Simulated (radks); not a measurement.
The numbers below are computed, except where a source is named.
Question: Valence configurations of Zr2+ (all share [Kr]). Level of theory: Dirac Kohn-Sham, PBEsol, spin-unpolarised, spherical densities, finite nucleus; open shells fill j = l - 1/2 first; Fermi nuclear charge, rms radius 4.2694 fm (a radial shooting solver on a logarithmic mesh with Libxc functionals). Order these by energy: 5s1 5p1; 4d1.5 5p0.5; 5p2; 4d0.5 5s1 5p0.5; 4d0.5 5p1.5; 5s2; 4d2; 4d1 5s1; 4d1 5p1.

Answer: From the lowest, in eV above it: 4d2 0.000; 4d1 5s1 1.926; 4d1.5 5p0.5 3.025; 5s2 4.930; 4d0.5 5s1 5p0.5 5.606; 4d1 5p1 6.431; 5s1 5p1 9.730; 4d0.5 5p1.5 10.258; 5p2 14.547. NIST lists [Kr] 4d2 as the ground configuration; this level of theory agrees among the configurations tried. The energies are those of spherical spin-averaged densities, not of single terms.
